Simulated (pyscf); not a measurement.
•H₂C–CH=CH–F, doublet

Gas-phase minimum from PySCF at ωB97X-D3(BJ)/def2-SVP, one conformer. Other isomers of •H₂C–CH=CH–F were not searched in full and may lie lower. 

```xyz
8

C      0.2765     0.6192     0.1192
C     -0.7975    -0.2466    -0.0125
C     -1.6095    -0.3088    -1.1297
F     -2.6281    -1.1697    -1.1797
H      0.8858     0.6271     1.0254
H      0.5425     1.3181    -0.6798
H     -1.0441    -0.9369     0.8029
H     -1.5054     0.3042    -2.0303
```
Charge 0, spin multiplicity 2.

Bonds (Å): C1–C2 1.386, C1–H5 1.092, C1–H6 1.094, C2–C3 1.382, C2–H7 1.096, C3–F4 1.335, C3–H8 1.094. Angles (°): C2–C1–H5 121.1, C2–C1–H6 121.2, H5–C1–H6 117.7, C1–C2–C3 124.1, C1–C2–H7 119.8, C3–C2–H7 116.1, C2–C3–F4 120.5, C2–C3–H8 125.7, F4–C3–H8 113.8.

Properties at ωB97X-D3(BJ)/def2-SVP:

```yaml
harmonic_wavenumbers_unscaled: 252, 299, 534, 542, 700, 778, 944, 978, 1161, 1222, 1296, 1331, 1506, 1546, 3178, 3202, 3232, 3291 cm⁻¹
zero_point_energy: 37.2 kcal/mol
rotational_symmetry_number: 1
Entropy of this conformer at 298 K and 1 atm, rigid rotor and harmonic oscillator, modes under 100 cm⁻¹ raised to 100: 285.6 J/(mol K)
dipole_moment: 1.09 D
Spin expectation value S2: 0.796
```

Single-point totals, which compare only within one level (frozen core for MP2 and CC):

```csv
level,total energy (hartree)
ωB97X-D3(BJ)/def2-TZVP,-216.64360
PBE/def2-TZVP,-216.33166
r²SCAN/def2-TZVP,-216.47309
B3LYP-D3(BJ)/def2-TZVP,-216.59789
PBE0-D3(BJ)/def2-TZVP,-216.34693
M06-2X/def2-TZVP,-216.48682
ωB97M-D3(BJ)/def2-TZVP,-216.62863
UHF/def2-TZVPP,-215.40711
MP2/def2-TZVPP,-216.10000
CCSD/def2-TZVPP,-216.13985
CCSD(T)/def2-TZVPP,-216.16838
```

The CCSD(T) − MP2 part came from Ansatz, without density fitting, on the same reference. A UHF reference is spin-contaminated (<S²> up to 0.96), which harms MP2 most.
